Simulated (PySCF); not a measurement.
## Adding and removing an electron: AlTl

UHF-MP2; basis Al def2-SVP, Tl def2-SVP with ECP60; scalar-relativistic core potentials; PySCF 2.14. Neutral (UHF): triplet (σ ↑, π ↑), Re = 2.892 Å, ωe = 197 cm⁻¹, De = 1.08 eV.

AlTl⁺ (UHF): doublet (σ ↑), Re = 3.444 Å, ωe = 110 cm⁻¹. The energies at the minima are -413.42317 hartree for AlTl and -413.22831 for AlTl⁺.

Problem. Work out the adiabatic ionisation energy, without and with harmonic zero-point energies (1 hartree = 27.2114 eV, 1 eV = 8065.5 cm⁻¹), and the change of the bond length.

Solution. At UHF-MP2: 0.19486 hartree = 5.302 eV between the minima; the zero-point term (110.0 − 197.0)/2 cm⁻¹ = -0.005 eV makes it 5.297 eV. Re changes by +55.2 pm against the neutral. The electron leaves a π orbital, and the ion is left as a loose complex of an ion and an atom.

Correlated steps freeze 9 core orbitals. Correlated levels converge slowly with the basis: in double zeta they bind strong bonds too weakly, by up to about 1 eV, and carry superposition errors of some tenths. These are scalar-relativistic numbers at best; spin–orbit coupling would shift them, the dissociation energy most. States were picked by a PBE0 search and need not be the measured ground states.
